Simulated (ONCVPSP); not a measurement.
platinum (Pt): one change to an ONCV potential, before and after

| Item | Value |
| --- | --- |
| Element | Pt |
| Generator | ONCVPSP 4.0.1 |
| Type | optimised norm-conserving Vanderbilt (ONCV) |
| Functional | LDA (Perdew-Zunger) |
| Relativity | fully relativistic |
| Frozen core | [Kr] 4d10 |
| Valence charge | 32 |
| Reference configuration | 4f13 5s2 5p6 5d10 6s1 |
| Partial waves | 5s+6s: rc 1.55 bohr, ncon 4, nbas 7, qcut 7 1/bohr, 2 projectors; 5p: rc 1.85 bohr, ncon 3, nbas 6, qcut 7.8 1/bohr, 2 projectors, debl 1.2 Ha; 5d: rc 2.30 bohr, ncon 4, nbas 9, qcut 6.9 1/bohr, 2 projectors, debl 2.2 Ha; 4f: rc 0.80 bohr, ncon 3, nbas 8, qcut 19.2 1/bohr, 2 projectors, debl 3.1 Ha |
| Local potential | polynomial inside 0.55 bohr (lpopt 5, dvloc0 0 Ha) |
| Core correction | Teter function, fcfact 5, rcfact 1.7 |

Open shells are filled in proportion to 2j + 1.

In the p channel the program set the typed energies aside and used -2.008, 0.250 Ha (j = l + 1/2; the other j can differ).

Change: core correction Teter function, fcfact 5, rcfact 1.12.

Cutoffs: the cutoffs (Ha) at which the residual kinetic energy of the hardest occupied pseudo-wave falls to 1 and 0.1 mHa per electron; they do not see the model core or the augmentation charge, which bear on the density cutoff. Errors are all-electron minus pseudo energies relative to the spin-unpolarised reference configuration.

Question: Predict the effect on cutoff, ghosts and configuration errors.

Answer: The potential gets neither clearly harder nor softer (174 Ha and 365 Ha → 174 Ha and 365 Ha); both files keep a bound ghost (d, p, s); of the 4 tests that both files solve, the error grows in 0 and shrinks in 4 by more than 15 % and 0.3 meV (median size 218.4 → 167.4 meV). A model core, the more so a compact one, raises the density cutoff, which this test does not measure.

| quantity | base | changed |
| --- | --- | --- |
| cutoff, loose | 174 Ha | 174 Ha |
| cutoff, tight | 365 Ha | 365 Ha |
| bound ghosts | s, p3/2, d5/2, p1/2, d3/2 | s, p3/2, d5/2, p1/2, d3/2 |
| GHOST(+) flags under 300 eV | s at 192.2 eV | s at 192.2 eV |
| error for 4f14 5s2 5p6 5d9 6s1, meV [ΔE -68.79 eV] | -318 | -264 |
| error for 4f14 5s2 5p6 5d9 6s0, meV [ΔE -59.23 eV] | -171 | -122 |
| error for 4f14 5s2 5p6 5d8 6s0, meV [ΔE -38.96 eV] | -265 | -213 |
| error for 4f14 5s2 5p6 5d10 6s0, meV [ΔE -68.76 eV] | -125 | -77 |
| s: phases at 1.58 bohr within 0.05 rad from the reference energy up to (Ha; the scan ends near 5) | to the end of the scan | to the end of the scan |
| p3/2: phases at 1.88 bohr within 0.05 rad from the reference energy up to (Ha; the scan ends near 5) | to the end of the scan | to the end of the scan |
| p1/2: phases at 1.88 bohr within 0.05 rad from the reference energy up to (Ha; the scan ends near 5) | to the end of the scan | to the end of the scan |
| d5/2: phases at 2.34 bohr within 0.05 rad from the reference energy up to (Ha; the scan ends near 5) | to the end of the scan | to the end of the scan |
| d3/2: phases at 2.34 bohr within 0.05 rad from the reference energy up to (Ha; the scan ends near 5) | to the end of the scan | to the end of the scan |
| f7/2: phases at 0.81 bohr within 0.05 rad from the reference energy up to (Ha; the scan ends near 5) | to the end of the scan | to the end of the scan |
| f5/2: phases at 0.81 bohr within 0.05 rad from the reference energy up to (Ha; the scan ends near 5) | to the end of the scan | to the end of the scan |
| rms error of d²Exc/dni dnj with the model core, mHa | 2.03 | 5.36 |

 A true bound ghost makes a file unfit for plane-wave use even where its test errors are small: the radial tests pick states by their node count and pass the ghost by.
